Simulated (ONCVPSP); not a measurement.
## Which setting gave this result? (lithium, ONCV)

Base potential:

```
Element                 : Li
Generator               : ONCVPSP 4.0.1
Type                    : optimised norm-conserving Vanderbilt (ONCV)
Functional              : PBE
Relativity              : scalar-relativistic
Frozen core             : none
Valence charge          : 3
Reference configuration : 1s2 2p1
Partial waves           : 1s: rc 0.45 bohr, ncon 4, nbas 7, qcut 11.9 1/bohr, 2 projectors, debl 2.8 Ha; 2p: rc 4.00 bohr, ncon 4, nbas 7, qcut 2.2 1/bohr, 3 projectors, debl 2.5 Ha; d scattering state at 0.32 Ha: rc 3.30 bohr, ncon 4, nbas 8, qcut 2.9 1/bohr, 2 projectors, debl 2.2 Ha
Local potential         : polynomial inside 0.35 bohr (lpopt 3, dvloc0 0 Ha)
Core correction         : none
```

Cutoffs, loose and tight: the cutoffs (Ha) at which the residual kinetic energy of the hardest occupied pseudo-wave falls to 1 and 0.1 mHa per electron. They do not see the model core or the augmentation charge, which bear on the density cutoff. Test errors are all-electron minus pseudo excitation energies from the reference, over the configurations 1s2 2s1 2p0; 1s2 2p0; 1s2 2s0.5 2p0; 1s1 2s1 2p0; variants that change the core or the reference have their own tests.

Only the p radius is moved:

```csv
p radius (bohr),"cutoff, loose","cutoff, tight",bound ghosts,largest test error (meV),median size of the test errors
2.86,510 Ha,620 Ha,none,+120,0.9 meV
3.38,510 Ha,620 Ha,none,+132,9.9 meV
4.74,510 Ha,620 Ha,none,+212,28.7 meV
5.26,510 Ha,620 Ha,none,+250,34.5 meV
5.62,510 Ha,620 Ha,none,+278,38.5 meV
```

One more run gave cutoff, loose: 510 Ha; cutoff, tight: 620 Ha; bound ghosts: none; largest test error (meV): +173; median size of the test errors: 21.8 meV. Which value of the p radius was used?

4.14 bohr. The median size of the test errors moves one way along this sweep, from 0.9 meV at 2.86 to 38.5 meV at 5.62 bohr, which places the run between 3.38 and 4.74 bohr.
